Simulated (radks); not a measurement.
Coulomb parameter of the 4f shell of the europium ion Eu3+ in the model configuration [Xe] 4f5 6p1, as a second difference U = [E(n + 0.5) + E(n - 0.5) - 2 E(n)] / (0.5)^2 with all orbitals relaxed. "Bare": the charge of the atom changes with n. "Screened": the 6p shell takes up the change at fixed total charge, which measures U(4f,4f) + U(6p,6p) - 2 U(4f,6p). All-electron calculation, scalar-relativistic Kohn-Sham, PBE, spin-unpolarised, spherical densities, point nucleus. Program: a radial shooting solver on a logarithmic mesh with Libxc functionals.

\begin{tabular}{lrr}
case & configuration & E - E(n) (eV) \\ \hline
start & [Xe] 4f5 6p1 & 0.000 \\
bare +0.5 & [Xe] 4f5.5 6p1 & -19.790 \\
bare -0.5 & [Xe] 4f4.5 6p1 & 24.754 \\
screened +0.5 & [Xe] 4f5.5 6p0.5 & -11.220 \\
screened -0.5 & [Xe] 4f4.5 6p1.5 & 13.614 \\
\end{tabular}

U(bare) = 19.853 eV, U(screened by 6p) = 9.577 eV, against the Slater integral F0(4f,4f) = 30.447 eV with frozen orbitals.
